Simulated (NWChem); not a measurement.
System: GeH3Cl; SMILES [Cl][GeH3]

```xyz
5

Ge     0.0000     0.0000    -0.6965
Cl     0.0000     0.0000     1.4909
H      1.4175    -0.4022    -1.1459
H     -0.3604     1.4287    -1.1459
H     -1.0570    -1.0265    -1.1459
```
Atoms are numbered in this order, from 1.

Geometry: optimised at B3LYP/6-31G* (spherical d).

### Question
List the 6 lowest vertical singlet excitations and the 6 lowest triplet ones from PBE0/def2-SVPD, full TDDFT (NWChem).

### Answer
```csv
state,energy (eV),oscillator strength,leading excitation (squared amplitude)
S1,6.59,0.016,HOMO → LUMO (0.82)
S2,6.59,0.016,HOMO−1 → LUMO (0.82)
S3,7.69,0.005,HOMO−1 → LUMO+1 (0.62)
S4,7.69,0.005,HOMO → LUMO+1 (0.62)
S5,8.44,0.000,HOMO−1 → LUMO+2 (0.26)
S6,8.48,0.002,HOMO−3 → LUMO (0.81)
T1,6.08,spin-forbidden,HOMO → LUMO (0.97)
T2,6.08,spin-forbidden,HOMO−1 → LUMO (0.97)
T3,7.28,spin-forbidden,HOMO−1 → LUMO+1 (0.51)
T4,7.28,spin-forbidden,HOMO → LUMO+1 (0.51)
T5,7.52,spin-forbidden,HOMO−4 → LUMO (0.91)
T6,7.81,spin-forbidden,HOMO−2 → LUMO (0.88)
```
